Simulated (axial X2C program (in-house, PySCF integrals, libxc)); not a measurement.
**TeNC⁻: properties at the nuclei**

Calculated with an axial X2C code built on PySCF integrals: two-component X2C with atomic mean-field Coulomb and Gaunt terms, Gaussian nuclei, basis Te dyall-v3z, N dyall-av3z, C dyall-v3z with contracted cores.

Te–N–C held linear, with bonds 2.057 and 1.170 Å (near the PBE0 minimum at charge -1 of the determinant lowest at the starting distance; the state shown can have its own minimum elsewhere, held linear; other orders of the atoms were not compared).

Determinant lowest in the PBE0 search, Ω = 0 (closed shell), highest spinor 80% Te p, 10% N d, 5% C p:

```json
{"level": "PBE0", "qzz Te (a.u.)": "15.20", "qzz N (a.u.)": "-0.18", "qzz C (a.u.)": "-0.75"}
{"level": "HF", "qzz Te (a.u.)": "16.79", "qzz N (a.u.)": "-0.35", "qzz C (a.u.)": "-0.92"}
{"level": "PBE", "qzz Te (a.u.)": "14.39", "qzz N (a.u.)": "-0.12", "qzz C (a.u.)": "-0.68"}
```

Determinant 2.14 eV from it at PBE0 and this distance, Ω = 2 (⟨Sz⟩ = 1.00, ⟨Lz⟩ = 1.00 at PBE0), spin on the atoms Te 1.03, N -0.08, C 0.05:

| level | Eeff magnitude (GV/cm) | Ws magnitude Te (kHz) | A∥/gI Te (MHz) | qzz Te (a.u.) | A∥/gI N (MHz) | qzz N (a.u.) | A∥/gI C (MHz) | qzz C (a.u.) |
| --- | --- | --- | --- | --- | --- | --- | --- | --- |
| PBE0 | 13.7 | 4.27 | 819 | 4.00 | 118 | -0.58 | 13.2 | -0.85 |
| HF | 16.9 | 5.26 | 760 | 5.20 | 124 | -0.71 | 13.3 | -0.98 |
| PBE | 12.5 | 3.88 | 821 | 3.68 | 113 | -0.54 | 12.9 | -0.80 |

Eeff is the effective electric field on the electron electric dipole moment in this Ω state and Ws the scalar–pseudoscalar constant of the nucleus named (defined with the proton number Z and per Ω); A∥ (defined per Ω) follows by multiplying with gI = μI/(I μN); qzz is the electric field gradient, eQq0 = 234.96 MHz × Q/barn × qzz. The operators were transformed with the bare-nucleus X2C matrices; with these basis sets, hyperfine constants and field gradients can be off by tens of per cent, and where levels differ in sign neither size nor sign is settled.

The molecule was held linear; bending was not examined, so a bent shape may lie lower.

Each state is one determinant with collinear spin, which with several unpaired electrons need not be a pure state. Unrestricted Hartree–Fock can overshoot spin polarisation at the nuclei. For an anion, determinants above electron detachment, or with a positive highest level, are held by the basis set. With several open shells hyperfine constants can be off by a factor of several. Open-shell Ω = 0 determinants with evenly filled partner blocks cannot be reached by this program, so the Ω shown need not be the lowest component. The search compared states at one distance, so a state with another bond length can lie lower. Where a field gradient or hyperfine factor spreads by more than a factor of two over the levels, a constant derived from it is not to be relied on. PBE0 term energies can be off by some tenths of an eV.
